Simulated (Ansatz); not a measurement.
Frontier orbitals of C$_{2}$H$_{7}$O$_{3}$Sc, SMILES `C[O][Sc]([OH])[O]C`.

Total charge 0; spin multiplicity 1. Correlated methods include outer-core shells of Sc, which these sets cover unevenly. Scalar relativity is left out up to krypton. The geometry is a stationary point of PBE0-D4/def2-TZVP. It is one conformer, not always the lowest. Basis def2-TZVPP, Ansatz 0.2.0.

```tsv
functional	HOMO (eV)	LUMO (eV)
PBE0	-7.33	-1.34
```

Give HOMO and LUMO (eV) with LDA (SPW92), PBE, revPBE, BLYP, r2SCAN, B97M-V, B3LYP, r2SCANh, r2SCAN0, HSE06 (plane-wave form), BHLYP, CAM-B3LYP, LC-ωPBE, ωB97X-V, ωB97M-V. (An estimate is asked.)

Ansatz gave: 
```tsv
functional	HOMO	LUMO
LDA (SPW92)	-5.97	-2.42
PBE	-5.81	-2.22
revPBE	-5.75	-2.09
BLYP	-5.73	-2.24
r2SCAN	-6.12	-1.89
B97M-V	-6.23	-2.12
B3LYP	-7.11	-1.71
r2SCANh	-6.69	-1.57
r2SCAN0	-7.56	-1.12
HSE06 (plane-wave form)	-6.93	-1.71
BHLYP	-8.82	-0.70
CAM-B3LYP	-8.78	-0.57
LC-ωPBE	-10.08	0.68
ωB97X-V	-9.77	0.48
ωB97M-V	-9.71	0.05
```

B3LYP here is the variant with VWN-RPA as its local correlation; programs differ in this. LC-ωPBE has ω = 0.4 bohr⁻¹. Positive LUMOs are unbound and depend on the basis.
